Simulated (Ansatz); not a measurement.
Input and output for CH₄FNOSi, SMILES `OC1(F)N[SiH2]1`.

```yaml
crystal:
  periodic: [false, false, false]
  atoms:
    - {symbol: O, position_ang: [1.078413, 1.460633, 0.268817]}
    - {symbol: C, position_ang: [0.609988, 0.234984, -0.085814]}
    - {symbol: F, position_ang: [1.559452, -0.429612, -0.840538]}
    - {symbol: N, position_ang: [-0.703221, 0.147068, -0.658260]}
    - {symbol: Si, position_ang: [-0.642674, -0.793755, 0.795602]}
    - {symbol: H, position_ang: [0.997473, 2.052319, -0.490903]}
    - {symbol: H, position_ang: [-0.806483, -0.105703, -1.631183]}
    - {symbol: H, position_ang: [-0.495751, -2.264254, 0.717402]}
    - {symbol: H, position_ang: [-1.508596, -0.347981, 1.907776]}
basis:
  gaussian: {orbitals: def2-TZVPD}
hamiltonian: {xc: {name: B3LYP}}
```

```sh
$ ansatz run in.yaml --threads 2 --pin off --events-out ev --progress --plain --max-ram 4352MiB
```

Shortened log:

```
Functional definition: B3LYP
1227 factors; their error is unknown
mean field evaluation 1: about -15226.9301 eV, gradient 7.4e1 eV
mean field evaluation 2: about -15203.3051 eV, gradient 1.2e2 eV
mean field evaluation 4: about -15236.4125 eV, gradient 1.0e1 eV
mean field evaluation 8: about -15236.5713 eV, gradient 1.6e-1 eV
mean field evaluation 16: about -15236.5782 eV, gradient 1.7e-4 eV
mean field -15236.57815292 eV, -559.9339193961 hartree, gradient 3.1e-5 eV, S^2 0.000000; 0 other end points of the search recorded, 0 dependent functions left out
reference -15236.57844554 eV, -559.9339301496 hartree; 24, 24 occupied and 209, 209 virtual orbitals, 1227 factors
Total energy: -15236.57844554 eV, -559.9339301496 hartree
```

Run time 5.5 s (2 threads of an Arm Neoverse V1 on a shared host); peak host memory 0.43 GiB.
